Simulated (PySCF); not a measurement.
Ru (ruthenium, neutral) across methods

[Kr] 4d8, high-spin 3F determinant (an excited configuration). All numbers are calculated (PySCF 2.14, a scalar-relativistic core potential, in aug-cc-pVTZ-PP with ECP28MDF (6s6p5d3f2g, 88 functions)).

| method | E (hartree) | mean ε 4p β (eV) | mean ε 4d α (eV) | mean ε 4d β (eV) | Σ⟨r²⟩ (bohr²) | ⟨S²⟩ |
| --- | --- | --- | --- | --- | --- | --- |
| LDA | -94.2480 | -43.372 | -3.869 | -2.862 | 46.16 | 2.004 |
| TPSSh | -94.4104 | -44.501 | -3.991 | -3.064 | 45.40 | 2.003 |
| UHF | -93.73146 | -53.574 | -8.096 | -6.439 | 43.40 | 2.009 |
| PBE0 | -94.4347 | -45.981 | -4.858 | -3.780 | 44.93 | 2.004 |
| B97-3 | -94.4592 | -46.224 | -4.825 | -3.821 | 44.85 | 2.005 |
| B3LYP | -94.4831 | -45.601 | -4.674 | -3.714 | 45.45 | 2.004 |
| BP86 | -94.5402 | -43.396 | -3.772 | -2.885 | 45.92 | 2.003 |
| PBE | -94.4601 | -43.221 | -3.649 | -2.709 | 46.09 | 2.003 |

(1) Estimate the same row for r2SCAN.

Energies and moments cover only the electrons outside the core potential.

## Answers

(1) E (hartree) = -94.4662; mean ε 4p β (eV) = -44.137; mean ε 4d α (eV) = -3.662; mean ε 4d β (eV) = -2.638; Σ⟨r²⟩ (bohr²) = 45.24; ⟨S²⟩ = 2.005.
